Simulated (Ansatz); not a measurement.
Consider the formal hydrolysis of the Si–Cl bond: `N[Si](N)(Cl)Cl` + H₂O → `N[Si](N)(O)Cl` + HCl.

Calculated with Ansatz (gas phase, PBE0-D4/def2-TZVP geometries, no zero-point term in ΔE). CCSD(T)/CBS is the MP2 limit (def2-TZVPP, def2-QZVPP) plus CCSD(T) − MP2 in def2-TZVPP, frozen cores. This one scheme is used for every species. Each species was taken in one conformer, which may not be the lowest.

```csv
level,ΔE (eV)
CCSD(T)/def2-SVP,-0.09
CCSD/CBS(def2),-0.09
```

**Question.** What does CCSD(T)/CBS give? (Estimate.)

**Answer.** The calculation gave: -0.07 eV. The listed levels differ from it by -0.02, -0.02 eV.

**Question.** What do rigid-rotor, harmonic-oscillator terms from PBE0-D4/def2-TZVP frequencies (298.15 K, 1 bar) make of the CCSD(T)/CBS value? (An estimate is asked.)

**Answer.** Computed: ΔZPE = -0.06 eV, ΔH = -0.13 eV, ΔS = 1 J/(mol·K), ΔG = -0.14 eV.

Largest T1 diagnostic among the species: 0.010.

Leaving LDA and LC-ωPBE aside and taking each functional with its dispersion term where it has one, the values, not all of them listed here, spread over 0.16 eV, from CAM-B3LYP-D4 to revPBE-D4. LDA lies −0.07 eV from PBE without D4. In def2-TZVPP, CCSD(T) changes the Hartree–Fock value by +0.06 eV (the triples alone add +0.02 eV) and MP2 by +0.12 eV.
